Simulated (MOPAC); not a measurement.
A run for MOPAC: AM1 on C2H7NSi (a complex), monomers drawn apart or pushed together.

```
AM1 1SCF PRECISE CHARGE=0 THREADS=1
C2H7NSi

Si     0.18319018 1     0.13841816 1     0.10814634 1
H     -0.21476420 1     0.16738880 1    -1.31923529 1
H     -0.23661418 1    -1.15587201 1     0.69274846 1
H     -0.51448566 1     1.23481046 1     0.81859879 1
H      1.64530193 1     0.30294759 1     0.22479007 1
C     -1.38199256 1    -0.08271575 1     3.45481813 1
C      0.06298069 1    -0.00235503 1     3.32149542 1
N      1.20461446 1     0.06134869 1     3.20343637 1
H     -1.81987934 1     0.91296194 1     3.38407613 1
H     -1.79271801 1    -0.70377825 1     2.65856937 1
H     -1.64855423 1    -0.51900037 1     4.41748914 1
```

The log:

```
*******************************************************************************
 **                                                                           **
 **                              MOPAC v23.2.5                                **
 **                                                                           **
 *******************************************************************************
 ** MOPAC's Digital Object Identifier: https://doi.org/10.5281/zenodo.6511958 **
 **                                                                           **
 ** Please cite the open-source release paper for use of this MOPAC version:  **
 ** J. E. Moussa and J. J. P. Stewart (2026)                                  **
 ** MOPAC: An open-source semiempirical molecular orbital program             **
 ** J. Open Source Softw., 11(119), 8025, https://doi.org/10.21105/joss.08025 **
 *******************************************************************************

                              AM1 CALCULATION RESULTS

 *******************************************************************************
 *  AM1        - The AM1 Hamiltonian to be used
 *
 *
 *
 *                 CHARGE ON SYSTEM = 0
 *
 *
 *
 *  PRECISE    - TIGHTER CRITERIA TO BE USED
 *  1SCF       - DO 1 SCF AND THEN STOP
 *  THREADS=1  - MULTI-THREADING NOT USED
 *  T=         - A TIME OF 172800.0 SECONDS REQUESTED
 *  DUMP=N     - RESTART FILE WRITTEN EVERY 7200.0 SECONDS REQUESTED
 *******************************************************************************
AM1 1SCF PRECISE CHARGE=0 THREADS=1
 C2H7NSi

   ATOM   CHEMICAL          X               Y               Z
  NUMBER   SYMBOL      (ANGSTROMS)     (ANGSTROMS)     (ANGSTROMS)

     1      Si          0.18319018  *   0.13841816  *   0.10814634  *
     2       H         -0.21476420  *   0.16738880  *  -1.31923529  *
     3       H         -0.23661418  *  -1.15587201  *   0.69274846  *
     4       H         -0.51448566  *   1.23481046  *   0.81859879  *
     5       H          1.64530193  *   0.30294759  *   0.22479007  *
     6       C         -1.38199256  *  -0.08271575  *   3.45481813  *
     7       C          0.06298069  *  -0.00235503  *   3.32149542  *
     8       N          1.20461446  *   0.06134869  *   3.20343637  *
     9       H         -1.81987934  *   0.91296194  *   3.38407613  *
    10       H         -1.79271801  *  -0.70377825  *   2.65856937  *
    11       H         -1.64855423  *  -0.51900037  *   4.41748914  *



          CARTESIAN COORDINATES

    NO.       ATOM           X           Y           Z

     1        Si          0.1832      0.1384      0.1081
     2         H         -0.2148      0.1674     -1.3192
     3         H         -0.2366     -1.1559      0.6927
     4         H         -0.5145      1.2348      0.8186
     5         H          1.6453      0.3029      0.2248
     6         C         -1.3820     -0.0827      3.4548
     7         C          0.0630     -0.0024      3.3215
     8         N          1.2046      0.0613      3.2034
     9         H         -1.8199      0.9130      3.3841
    10         H         -1.7927     -0.7038      2.6586
    11         H         -1.6486     -0.5190      4.4175

  H: (AM1): M.J.S. DEWAR ET AL, J. AM. CHEM. SOC. 107 3902-3909 (1985)
  C: (AM1): M.J.S. DEWAR ET AL, J. AM. CHEM. SOC. 107 3902-3909 (1985)
  N: (AM1): M.J.S. DEWAR ET AL, J. AM. CHEM. SOC. 107 3902-3909 (1985)
 Si: (AM1): M.J.S.DEWAR, C. JIE, ORGANOMETALLICS, 6, 1486-1490 (1987).

           Empirical Formula: C2 H7 N Si  =    11 atoms



      MOLECULAR POINT GROUP   :   C1


      RHF CALCULATION, NO. OF DOUBLY OCCUPIED LEVELS = 12


 -------------------------------------------------------------------------------
 AM1 1SCF PRECISE CHARGE=0 THREADS=1
 C2H7NSi



     1SCF WAS SPECIFIED, SO BFGS WAS NOT USED
     SCF FIELD WAS ACHIEVED


                              AM1 CALCULATION
                                                       MOPAC v23.2.5 Linux




          FINAL HEAT OF FORMATION =         29.80700 KCAL/MOL =     124.71249 KJ/MOL


          COSMO AREA              =        134.22 SQUARE ANGSTROMS
          COSMO VOLUME            =        125.59 CUBIC ANGSTROMS

          IONIZATION POTENTIAL    =         11.921348 EV
          HOMO LUMO ENERGIES (EV) =        -11.921  1.544
          NO. OF FILLED LEVELS    =         12
          MOLECULAR WEIGHT        =         73.1695         POINT GROUP:  C1

          MOLECULAR DIMENSIONS (Angstroms)

            Atom       Atom       Distance
            H    11    H     2     5.95289
            H    10    N     8     3.12810
            H     9    H     3     2.54095


          SCF CALCULATIONS        =          1





   ATOM   CHEMICAL          X               Y               Z
  NUMBER   SYMBOL      (ANGSTROMS)     (ANGSTROMS)     (ANGSTROMS)

     1      Si          0.18319018  *   0.13841816  *   0.10814634  *
     2       H         -0.21476420  *   0.16738880  *  -1.31923529  *
     3       H         -0.23661418  *  -1.15587201  *   0.69274846  *
     4       H         -0.51448566  *   1.23481046  *   0.81859879  *
     5       H          1.64530193  *   0.30294759  *   0.22479007  *
     6       C         -1.38199256  *  -0.08271575  *   3.45481813  *
     7       C          0.06298069  *  -0.00235503  *   3.32149542  *
     8       N          1.20461446  *   0.06134869  *   3.20343637  *
     9       H         -1.81987934  *   0.91296194  *   3.38407613  *
    10       H         -1.79271801  *  -0.70377825  *   2.65856937  *
    11       H         -1.64855423  *  -0.51900037  *   4.41748914  *

                             CARTESIAN COORDINATES

   1   Si        0.183190180     0.138418160     0.108146340
   2    H       -0.214764200     0.167388800    -1.319235290
   3    H       -0.236614180    -1.155872010     0.692748460
   4    H       -0.514485660     1.234810460     0.818598790
   5    H        1.645301930     0.302947590     0.224790070
   6    C       -1.381992560    -0.082715750     3.454818130
   7    C        0.062980690    -0.002355030     3.321495420
   8    N        1.204614460     0.061348690     3.203436370
   9    H       -1.819879340     0.912961940     3.384076130
  10    H       -1.792718010    -0.703778250     2.658569370
  11    H       -1.648554230    -0.519000370     4.417489140


           Empirical Formula: C2 H7 N Si  =    11 atoms



      MOLECULAR POINT GROUP   :   C1


                  EIGENVALUES
 -37.33983 -31.30819 -18.64237 -16.35493 -15.61274 -15.40805 -13.77482 -12.91319
 -12.70321 -12.28101 -12.21619 -11.92135   1.54425   1.55367   1.64537   1.70373
   1.75299   2.12548   3.03857   3.97496   3.98115   4.26537   6.54189


              NET ATOMIC CHARGES AND DIPOLE CONTRIBUTIONS

  ATOM NO.   TYPE          CHARGE      No. of ELECS.   s-Pop       p-Pop
    1         Si           0.608031        3.3920     0.87220     2.51977
    2          H          -0.157456        1.1575     1.15746
    3          H          -0.159641        1.1596     1.15964
    4          H          -0.160524        1.1605     1.16052
    5          H          -0.133700        1.1337     1.13370
    6          C          -0.128853        4.1289     1.18867     2.94019
    7          C          -0.141807        4.1418     1.28455     2.85725
    8          N          -0.050951        5.0510     1.81834     3.23261
    9          H           0.108865        0.8911     0.89114
   10          H           0.108610        0.8914     0.89139
   11          H           0.107425        0.8926     0.89257
 DIPOLE           X         Y         Z       TOTAL
 POINT-CHG.    -2.001    -0.102     0.258     2.020
 HYBRID        -0.704    -0.043     0.090     0.711
 SUM           -2.705    -0.145     0.348     2.731


          ATOMIC ORBITAL ELECTRON POPULATIONS

     Atom    s        px        py        pz
    1 Si   0.87220   0.85481   0.82932   0.83563
    2  H   1.15746
    3  H   1.15964
    4  H   1.16052
    5  H   1.13370
    6  C   1.18867   0.85142   1.04522   1.04355
    7  C   1.28455   0.95038   0.95360   0.95327
    8  N   1.81834   1.10280   1.06618   1.06363
    9  H   0.89114
   10  H   0.89139
   11  H   0.89257

 **********************
 *                    *
 * JOB ENDED NORMALLY *
 *                    *
 **********************




 == MOPAC DONE ==
```

The run finished.

Cost: about 0.03 core-seconds (a rough figure).
